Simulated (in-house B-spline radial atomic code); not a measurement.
RPA and G0W0 on TPSS: W6+

Configuration [Xe] 4f14, mean-field start TPSS. Computed with a B-spline radial code for spherical atoms: all electrons, scalar-relativistic (spin-free one-electron X2C), finite nucleus, each spin shell either full or empty, empty states to l = 9 with an (l + 1/2)⁻⁴ tail; G0W0 by contour deformation at full frequency.

Without the two-electron picture change, the correlation of inner shells comes somewhat too large for so heavy an element.

Command:
```bash
python run_gw.py task.json out
```
Settings (radii: box in bohr, nucleus in fm):
```
Z                        74
electrons                68
configuration            [Xe] 4f14
hamiltonian              x2c
method                   tpss,tpss
lmax                     9
rms_radius               5.3658
spin_polarised           False
box_radius               9.29
intervals                66
```

Time taken, with all properties: 2.2 s on 1 thread of AMD EPYC 9R14, with other jobs on the host.

Energies (hartree):

```json
{"term": "mean-field total", "value": "-16135.69286"}
{"term": "Hartree-Fock functional on these orbitals", "value": "-16131.10912"}
{"term": "direct second order", "value": "-7.3497"}
{"term": "second-order exchange", "value": "1.8168"}
{"term": "SOSEX correction", "value": "1.6888"}
```

(1) What is the RPA correlation energy, and what remains with SOSEX?

Quasi-particle levels (eV):

```tsv
level	occupied	mean field	Σx - vxc	Σc	QP weight	G0W0
4f	yes	-108.92	-19.11	?	?	?
5p	yes	-116.38	-8.90	-0.72	0.963	-126.00
5d	no	-70.78	8.14	-1.93	0.975	-64.57
```

G0W0 = mean field + (Σx - vxc) + Σc, with Σc (partial-wave tail included) taken at the quasi-particle energy. Only the outer levels were computed. Levels of low weight are left out.

(2) Where does G0W0 put 4f?

Answers

(1) RPA gives -6.3141 hartree (-2.53 eV per electron); RPA + SOSEX gives -4.6253, and the second-order doubles -5.5329 hartree (no singles). SOSEX takes back 27 % of the RPA value.

(2) At -123.39 eV, with Σc = 4.65 eV and a quasi-particle weight of 0.933. The tabulated removal energy is 122.01 ± 0.06 eV (NIST, semi-empirical); the calculation leaves out spin-orbit coupling, Breit and QED terms, and what these don't explain is the method's own error.
